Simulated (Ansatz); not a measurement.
The same path of C3H10OSi (15 atoms, charge 0, multiplicity 1) was run twice with different band settings. Lost on the way: Si1–H2, C4–H5. Made: Si1–C4, H2–H5.

Theory: RKS BHLYP-D4/6-31G* in Ansatz.

Relaxed end points:

```xyz
15
Properties=species:S:1:pos:R:3
Si 0.129 0.334 -0.408
H 1.327 0.302 -1.288
O 0.616 0.094 1.154
C 1.369 -1.014 1.565
H 2.278 -1.124 0.972
C -1.049 -1.011 -0.963
C -0.679 2.013 -0.460
H 0.797 -1.939 1.493
H 1.654 -0.870 2.602
H -1.955 -1.014 -0.360
H -0.600 -2.000 -0.893
H -1.341 -0.860 -2.002
H -1.553 2.042 0.187
H 0.008 2.787 -0.127
H -1.001 2.261 -1.470
```

```xyz
15
Properties=species:S:1:pos:R:3
Si -0.444 -0.018 0.345
H 2.835 0.030 -1.574
O -0.751 -0.259 1.961
C 0.637 -0.655 1.650
H 2.529 -0.099 -0.917
C -1.295 -1.158 -0.853
C -0.331 1.747 -0.231
H 0.806 -1.713 1.809
H 1.364 -0.037 2.163
H -1.310 -2.173 -0.466
H -0.791 -1.167 -1.818
H -2.325 -0.848 -1.023
H -1.320 2.179 -0.370
H 0.197 2.350 0.503
H 0.198 1.821 -1.179
```

Common settings: movable images 7; climbing image yes; spring 5.0 eV/Å²; optimiser quadratic models (default); start path through a guess of the saddle point; end points relaxed.

| run | force threshold | iteration limit |
| --- | --- | --- |
| 1 | 0.05 eV/Å | 59 |
| 2 | 0.2 eV/Å | 60 |

(1) What does each run give, and how far can it be trusted?

Answers

(1) Run 1: converged after 18 iterations, highest image 4.411 eV above the first end. Beside the main top the profile has a ripple of under 15 meV (maxima at images 1, 5), which may be a very shallow well or noise. Neighbouring images differ by up to 3.9 eV, so the band resolves the path poorly. A vibrational analysis at the climbing image gives one clearly imaginary mode, 1795i cm⁻¹: a first-order saddle point.
Run 2: converged after 17 iterations, highest image 4.422 eV above the first end. The threshold of 0.2 eV/Å is loose, so the images may lie well off the minimum-energy path. The profile has 2 maxima (images 2, 5) with wells between them (image 3): this band takes more than one step, which may be the mechanism or a detour left from its start path. Neighbouring images differ by up to 3.9 eV, so the band resolves the path poorly. The order of the stationary point at the top wasn't checked.
The orbitals stay closed-shell, which can raise the energy where a bond breaks towards radicals; this wasn't checked here.
